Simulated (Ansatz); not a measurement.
Geometry optimisation, RKS PBE0/def2-SVP in Ansatz 0.2.0.

Input:

```yaml
crystal:
  periodic: [false, false, false]
  atoms:
    - { symbol: O, position_ang: [-0.87824, 0.30023, -0.99262] }
    - { symbol: Ge, position_ang: [0.17142, 0.2739, 0.47355] }
    - { symbol: C, position_ang: [-0.42641, 0.3653, 2.24652] }
    - { symbol: Si, position_ang: [-2.17603, 0.48084, 1.84818] }
    - { symbol: H, position_ang: [-1.43621, 1.05397, -1.15838] }
    - { symbol: H, position_ang: [1.6219, 0.15696, -0.13378] }
basis:
  gaussian: { orbitals: def2-SVP }
hamiltonian:
  xc: pbe0
relax:
  f_tol: 0.015
  max_steps: 40
```

Launched with:

```bash
$ ansatz run input.yaml --threads 1 --pin off --max-ram 2048MiB --backend cpu --events-out ev --progress --plain --runs-dir out
```

Where does it end, and by what steps?

The run converged. After 12 steps the energy has fallen by 0.933 eV; Si4 moved furthest, 1.20 Å. Parted: Ge2–Si4.

```
step  energy less start (eV)  largest force component (eV/Å)  accepted
   0                  0.0000                           2.208       yes
   1                 -0.2980                           1.673       yes
   2                 -0.3786                           2.628       yes
   3                 -0.6926                           0.967       yes
   4                 -0.7411                           1.777       yes
   5                 -0.8618                           0.288       yes
   6                 -0.8933                           0.223       yes
   7                 -0.8946                           0.953       yes
   8                 -0.8948                           1.386       yes
   9                 -0.9284                           0.248       yes
  10                 -0.9332                           0.043       yes
  11                 -0.9333                           0.018       yes
  12                 -0.9334                           0.002       yes
```

```xyz
6
Properties=species:S:1:pos:R:3
O -0.407 0.712 -1.373
Ge 0.072 0.306 0.274
C -1.011 0.343 1.664
Si -1.987 0.355 3.022
H -1.340 0.959 -1.421
H 1.549 -0.044 0.117
```

Time of the run: 54 s on 1 thread of Arm Neoverse V1, with other jobs on the host, peak memory 0.18 GiB.
